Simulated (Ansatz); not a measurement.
Start from `[CH3][Ga]([NH2])[OH]` and change one atom or group to get `[NH2][GaH][OH]`.

Ansatz, PBE0-D4/def2-TZVP geometries, multiplicity 1. Each molecule was computed in one conformer, which needn't be the lowest.

Scalar relativity is left out up to krypton.

```
                                                                                  property  `[CH3][Ga]([NH2])[OH]`
                                                         LUMO energy (PBE/def2-TZVPP) / eV                   -0.66
                                                         HOMO energy (PBE/def2-TZVPP) / eV                   -5.67
                                          size of the dipole moment (B3LYP/def2-TZVPP) / D                    1.82
                                                   HOMO–LUMO gap (ωB97M-V/def2-TZVPP) / eV                   11.21
ideal-gas entropy at 298 K and 1 bar (rigid rotor, harmonic PBE0-D4/def2-TZVP) / J/(mol·K)                     359
                                                        HOMO energy (PBE0/def2-TZVPP) / eV                   -7.08
```

Question: What does the change do to each property? (Estimate.)

Answer: Computed: 
```tsv
property	`[NH2][GaH][OH]`	shift
LUMO energy (PBE/def2-TZVPP) / eV	-0.86	-0.20
HOMO energy (PBE/def2-TZVPP) / eV	-5.97	-0.30
size of the dipole moment (B3LYP/def2-TZVPP) / D	2.34	0.52
HOMO–LUMO gap (ωB97M-V/def2-TZVPP) / eV	11.38	0.17
ideal-gas entropy at 298 K and 1 bar (rigid rotor, harmonic PBE0-D4/def2-TZVP) / J/(mol·K)	306	-53
HOMO energy (PBE0/def2-TZVPP) / eV	-7.40	-0.32
```

The zero-point energy changes by -76.1 kJ/mol with -9 modes. Dipoles are sizes alone; their direction can turn. Modes under 60 cm⁻¹, often nearly free rotors, make the harmonic entropy too high.

B3LYP here is the variant with VWN-RPA as its local correlation; programs differ in this.
